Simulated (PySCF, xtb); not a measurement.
In(Br)(OH)2 (BrH2InO2), SMILES [OH][In]([OH])[Br].

GFN2-xTB (xtb) at its own geometry gives an orbital gap of 2.98 eV and a dipole moment of 2.89 D.

Geometry: B3LYP-D3(BJ)/def2-SVP. The structure was generated by enumeration; whether it is a known compound was not checked. The def2 effective core potentials stand for the cores of In; spin–orbit coupling is left out. Other conformers were not sampled.

What does PBE0/def2-TZVP (PySCF) give? (An estimate is asked for; the answer gives what the named calculation found.)

gap 6.05 eV (levels -8.56 and -2.51 eV), dipole 1.48 D.
